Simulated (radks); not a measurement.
All-electron atom: the thallium ion Tl+ in [Hg] (the NIST ground configuration).

All-electron calculation, non-relativistic Kohn-Sham, LB94 model potential, spin-polarised, spherical densities, point nucleus; relativity is left out, which matters for an element this heavy. Program: a radial shooting solver on a logarithmic mesh with Libxc functionals.

Energy parts (eV):
| part | energy |
|---|---|
| kinetic | 517068.25 |
| electron-nucleus | -1229545.51 |
| Hartree | 206099.20 |
(The LB94 potential has no energy functional, so no total or exchange-correlation energy is given.)

Orbitals (lengths in bohr, moments of r in powers of bohr; <r^-3> diverges for s and p1/2; r(max) is where P^2 peaks):
| orbital | occ. | eigenvalue (eV) | <r> | r(max) | <r^4> | <r^-3> |
|---|---|---|---|---|---|---|
| 1s | 2 | -77210.73 | 0.01867 | 0.01240 | 5.462e-07 | - |
| 2s | 2 | -12993.31 | 0.07854 | 0.06732 | 0.00008740 | - |
| 2p | 6 | -12513.44 | 0.06631 | 0.05218 | 0.00005456 | 18960 |
| 3s | 2 | -3096.379 | 0.1977 | 0.1837 | 0.002936 | - |
| 3p | 6 | -2866.667 | 0.1881 | 0.1726 | 0.002585 | 4154 |
| 3d | 10 | -2436.422 | 0.1640 | 0.1353 | 0.001707 | 743.9 |
| 4s | 2 | -686.3422 | 0.4345 | 0.4089 | 0.06451 | - |
| 4p | 6 | -585.9759 | 0.4375 | 0.4076 | 0.06889 | 983.3 |
| 4d | 10 | -400.6520 | 0.4425 | 0.3991 | 0.07945 | 157.4 |
| 4f | 14 | -150.3538 | 0.4551 | 0.3524 | 0.1179 | 35.84 |
| 5s | 2 | -117.5387 | 0.9708 | 0.8900 | 1.624 | - |
| 5p | 6 | -84.3796 | 1.048 | 0.9396 | 2.312 | 181.7 |
| 5d | 10 | -31.8371 | 1.345 | 1.107 | 7.659 | 18.21 |
| 6s | 2 | -19.5061 | 2.571 | 2.240 | 83.51 | - |
| 6p | 0 | -13.2843 | 3.123 | 2.674 | 187.9 | 16.27 |
| 7s | 0 | -6.9795 | 5.913 | 5.536 | 2152 | - |

The highest occupied level is 6s at -19.506 eV. Summed over all electrons, <r^2> = 53.64 bohr^2, which gives a Langevin (diamagnetic) susceptibility term of -42.5 x 10^-6 cm^3/mol.
